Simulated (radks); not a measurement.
Results of a calculation; reference values are marked as such.
All-electron atom: neutral germanium in [Ar] 3d10 4s2 4p2.

Code: a radial shooting solver on a logarithmic mesh with Libxc functionals. Model: scalar-relativistic Kohn-Sham, PBE, spin-polarised, spherical densities, finite nucleus; open shells are filled with parallel spins first; Fermi nuclear charge, rms radius 4.0742 fm.

Energy parts (eV):
part                       energy
total                  -57112.559
kinetic                 58146.309
electron-nucleus      -137650.652
Hartree                 24555.999
exchange-correlation    -2164.215

Orbitals (lengths in bohr, moments of r in powers of bohr; <r^-3> diverges for s and p1/2):
| orbital | occ. | eigenvalue (eV) | <r^4> | <r^-3> | <r^2> | <r> |
|---|---|---|---|---|---|---|
| 1s up | 1 | -10960.82 | 0.00002275 | - | 0.002973 | 0.04700 |
| 1s down | 1 | -10960.76 | 0.00002275 | - | 0.002973 | 0.04700 |
| 2s up | 1 | -1371.555 | 0.004693 | - | 0.05203 | 0.2100 |
| 2s down | 1 | -1371.541 | 0.004692 | - | 0.05203 | 0.2100 |
| 2p up | 3 | -1198.501 | 0.003442 | 994.5 | 0.04136 | 0.1837 |
| 2p down | 3 | -1198.459 | 0.003442 | 994.4 | 0.04136 | 0.1837 |
| 3s up | 1 | -168.2949 | 0.3266 | - | 0.4496 | 0.6242 |
| 3s down | 1 | -168.2322 | 0.3259 | - | 0.4494 | 0.6241 |
| 3p up | 3 | -115.4329 | 0.4242 | 134.5 | 0.4933 | 0.6472 |
| 3p down | 3 | -115.3577 | 0.4221 | 134.5 | 0.4926 | 0.6469 |
| 3d up | 5 | -29.1611 | 1.246 | 14.12 | 0.7029 | 0.7389 |
| 3d down | 5 | -29.0094 | 1.183 | 14.20 | 0.6910 | 0.7342 |
| 4s up | 1 | -12.2291 | 45.54 | - | 5.206 | 2.123 |
| 4s down | 1 | -10.7589 | 45.52 | - | 5.157 | 2.108 |
| 4p up | 2 | -4.4148 | 176.5 | 5.958 | 9.657 | 2.851 |
| 4p down | 0 | -2.8922 | 216.2 | 5.873 | 10.41 | 2.939 |

The highest occupied level is 4p up at -4.415 eV. The electron density at the nucleus is 3.209e+04 e/bohr^3 (large components only). The density falls to 0.001 e/bohr^3 at r = 4.43 bohr. Spin moment in Bohr magnetons: 2.
